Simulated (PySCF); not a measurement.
Mapped SMILES: `[SiH3:1]/[CH:2]=[C:3](\[SiH3:4])[O:5][SiH2:6][CH2:7][SiH3:8]`. Each H is labelled by its parent atom.

- structure optimised with GFN2-xTB
- NMR shieldings at PBE0/pcSseg-1/GIAO
- program: PySCF 2.14
- fast rotation and ring inversion assumed for equivalent nuclei, one computed conformer, in vacuum, no relativistic terms

Shifts are taken against calculated references (same method and geometry level): 13C (186.93 ppm), 1H (31.72 ppm), 29Si (349.16 ppm) against TMS; H2O for 17O (336.08 ppm).

```json
{"atoms": "C7", "nucleus": "13C", "count": "1", "δ (ppm)": "-9.5"}
{"atoms": "Si6", "nucleus": "29Si", "count": "1", "δ (ppm)": "?"}
{"atoms": "C2", "nucleus": "13C", "count": "1", "δ (ppm)": "?"}
{"atoms": "Si8", "nucleus": "29Si", "count": "1", "δ (ppm)": "?"}
{"atoms": "H(Si6)", "nucleus": "1H", "count": "2", "δ (ppm)": "?"}
{"atoms": "H(Si8)", "nucleus": "1H", "count": "3", "δ (ppm)": "4.08"}
{"atoms": "H(C7)", "nucleus": "1H", "count": "2", "δ (ppm)": "-0.11"}
{"atoms": "H(Si1)", "nucleus": "1H", "count": "3", "δ (ppm)": "4.26"}
{"atoms": "H(Si4)", "nucleus": "1H", "count": "3", "δ (ppm)": "4.16"}
{"atoms": "O5", "nucleus": "17O", "count": "1", "δ (ppm)": "155.9"}
{"atoms": "Si1", "nucleus": "29Si", "count": "1", "δ (ppm)": "-84.7"}
{"atoms": "C3", "nucleus": "13C", "count": "1", "δ (ppm)": "176.4"}
{"atoms": "Si4", "nucleus": "29Si", "count": "1", "δ (ppm)": "-83.6"}
{"atoms": "H(C2)", "nucleus": "1H", "count": "1", "δ (ppm)": "5.28"}
```

Complete the table.

Answers


- C2: 108.3 ppm, β carbon of an enol-ether or enamine type C=C; the O or N lone pair pushes π density onto this β carbon and shields it
- H(Si6): 5.19 ppm, hydrogen on a silicon bonded to C, O
- Si6: -28.2 ppm, silicon bonded to C, O, 2 H
- Si8: -75.2 ppm, silicon bonded to C, 3 H

Shifts are as computed. Against solution values, carbons near 30 ppm lie about +3 ppm off and those near 130 ppm about +5 ppm. Of 1309 compounds with measured shifts, 239 miss one by over three times the rms of a fit or turn the order of signals round; such compounds aren't used in these exercises. Experimental scales use liquid or dissolved standards, which lie at an offset from isolated H2O (liquid H2O: subtract about 36 ppm).
